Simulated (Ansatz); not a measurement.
System: sum formula HS₂O (charge +1, singlet). It need not be the lowest isomer of its formula. 
Coordinates optimised at B3LYP-D3(BJ)/def2-TZVP (Ansatz, a quantum-chemistry and plane-wave program):
```xyz
4

S     -1.2575    -0.3959    -0.0797
S      0.7304    -0.2071     0.1836
O      1.2338     1.0958    -0.1440
H     -1.4353     0.8819    -0.5100
```
Charge +1, spin multiplicity 1.

Basis-set convergence of Hartree-Fock and CCSD correlation energies (hartree) with Ansatz. Correlated levels leave the core frozen unless marked. Spin-orbit coupling is left out. No relativistic terms.

The Hartree-Fock reference is unstable (checked in the largest basis), which strains HF and MP2. The T1 diagnostic of CCSD in the largest basis is 0.026, which is high, so the coupled-cluster rows are less sure than usual.

```tsv
basis	functions	E(HF)	E(corr, CCSD)
cc-pV(D+d)Z	65	-870.13770	-0.49009
cc-pV(T+d)Z	122	-870.21218	-0.60666
cc-pV(Q+d)Z	213	-870.22645	-0.64667
```

Extrapolating the two largest sets (X = 3 and 4) as X^-3: E(corr) = (64·(-0.64667) - 27·(-0.60666))/37 = -0.6759 Eh, an estimate of the basis-set limit. The largest set recovers 95.7 % of it, the smallest 72.5 %.
